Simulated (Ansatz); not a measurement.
System: C3HF3, charge 0, multiplicity 1. 
Coordinates optimised at B3LYP-D3(BJ)/def2-TZVP (Ansatz, a quantum-chemistry and plane-wave program):
SMILES: FC(F)(C#C)F
```xyz
7

C      2.3167    -0.1977     0.0087
C      1.1258    -0.0961     0.0042
C     -0.3291     0.0281    -0.0012
F     -0.8021     0.2974     1.2287
F     -0.9158    -1.1070    -0.4214
F     -0.7329     1.0187    -0.8165
H      3.3763    -0.2881     0.0127
```

Dipole moments at this geometry, in debye (magnitudes).

```csv
level,program,dipole (D)
B97M-V/def2-TZVPD,Ansatz,2.33
BHLYP/def2-TZVPD,Ansatz,2.58
r2SCANh/def2-TZVPD,Ansatz,2.38
HSE06/def2-TZVPD,Ansatz,2.40
wB97M-V/def2-TZVPD,Ansatz,___
CCSD(T)/aug-cc-pVDZ,Ansatz,___
```

Some entries are withheld; supply them.


- wB97M-V/def2-TZVPD, dipole (D): 2.42
- CCSD(T)/aug-cc-pVDZ, dipole (D): 2.41
